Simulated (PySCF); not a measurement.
C6H10BO2 (charge +1).
SMILES with atom numbers: `[CH3:1][O:2][B:3]1[CH:4]=[CH:5][C+:6]([CH3:7])[CH2:8][O:9]1` (hydrogens: H10, H11, H12 on C1; H13 on C4; H14 on C5; H15, H16, H17 on C7; H18, H19 on C8)

Level of theory: B3LYP/6-31G* geometry optimisation, gas phase in PySCF 2.14.0.

(1) Give the optimised bond lengths and angles.

Results:

(1) 
```tsv
bond	length (bohr)	order
C1–O2	2.721	single
O2–B3	2.516	single
B3–C4	2.981	single
C4=C5	2.601	double
C5–C6	2.663	single
C6–C7	2.804	single
C6–C8	2.802	single
C8–O9	2.637	single
B3–O9	2.597	single
C1–H10, C1–H11, C1–H12	2.064	single
C4–H13	2.058	single
C5–H14	2.056	single
C7–H15, C7–H16, C7–H17	2.074	single
C8–H18, C8–H19	2.089	single
```

Bonds in one row agree within 0.02 bohr and their mean is given. Orders are formal, as drawn. A selection of angles:
```tsv
angle	degrees
O2–C1–H10	111.5
O2–C1–H11	107.4
H10–C1–H11	110.4
C1–O2–B3	124.9
O2–B3–C4	118.6
O2–B3–O9	124.3
C4–B3–O9	117.1
B3–C4–C5	120.5
B3–C4–H13	120.8
C5–C4–H13	118.7
C4–C5–C6	118.9
C4–C5–H14	122.2
C6–C5–H14	118.9
C5–C6–C7	121.1
C5–C6–C8	121.7
C7–C6–C8	117.2
C6–C7–H15	109.7
C6–C7–H16	113.4
H15–C7–H16	109.3
H15–C7–H17	105.6
C6–C8–O9	119.2
C6–C8–H18	107.3
O9–C8–H18	109.1
H18–C8–H19	104.1
B3–O9–C8	122.6
```

Dihedral angles: C1–O2–B3–C4 -179° (antiperiplanar); O2–B3–C4–C5 180° (antiperiplanar); B3–C4–C5–C6 0° (synperiplanar); C4–C5–C6–C7 180° (antiperiplanar); C5–C6–C8–O9 0° (synperiplanar); C6–C8–O9–B3 0° (synperiplanar); O2–B3–O9–C8 180° (antiperiplanar). The mirror-image conformer, all signs reversed, is as good.

C4 (carbon bonded to B, C and H) is planar (angles 120.8°, 120.5° and 118.7°, sum 360.0°, 0.00 Å off the plane of its three neighbours). The 2 B–O bonds span 1.332 Å (O2–B3, drawn single) to 1.374 Å (B3–O9, drawn single), a spread of 0.042 Å. The 4 C–C bonds span 1.377 Å (C4=C5, drawn double in one of several resonance forms) to 1.484 Å (C6–C7, drawn single), a spread of 0.107 Å. B3 (three-coordinate boron) is planar (angles 124.3°, 118.6° and 117.1°, sum 360.0°, 0.00 Å off the plane of its three neighbours). C5 (carbon bonded to 2 C and H) is planar (angles 122.2°, 118.9° and 118.9°, sum 360.0°, 0.00 Å off the plane of its three neighbours). The 2 C–O bonds span 1.395 Å (C8–O9, drawn single) to 1.440 Å (C1–O2, drawn single), a spread of 0.045 Å. Of the pairs four or more bonds apart, O9···H10 is among the closest relative to their van der Waals radii: 2.52 Å, 93 % of the sum of Bondi's values.

Point group: near Cs, missed by 0.26 Å at most; the miss may be what the optimiser left on a soft mode. No frequency check. One conformer (not necessarily the lowest) at the B3LYP/6-31G* geometry, without solvent, vibrations or thermal averaging.
